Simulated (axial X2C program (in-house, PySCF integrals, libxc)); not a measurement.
**A run on WB⁺ without results**

A two-component calculation with an axial X2C code built on PySCF integrals.

Input and command:
```json
{"zs": [74, 5], "q": 1, "bas": ["dyall-acv3z", "dyall-av3z"], "r0": 2.22, "eom": "ee", "thr": -2.0, "nmax": 88}
```
```bash
python soeom.py task.json out
```

Keys: zs atomic numbers; q charge; bas basis sets; r0 starting distance in Å; eom kind of EOM run; thr threshold in hartree for freezing inner shells (an s shell follows its p shell); nmax most natural virtual spinors.

Outcome:

The PBE0 distance search ended without bracketing a minimum (an unconverged step or the end of its range); this says nothing on whether the molecule is bound.
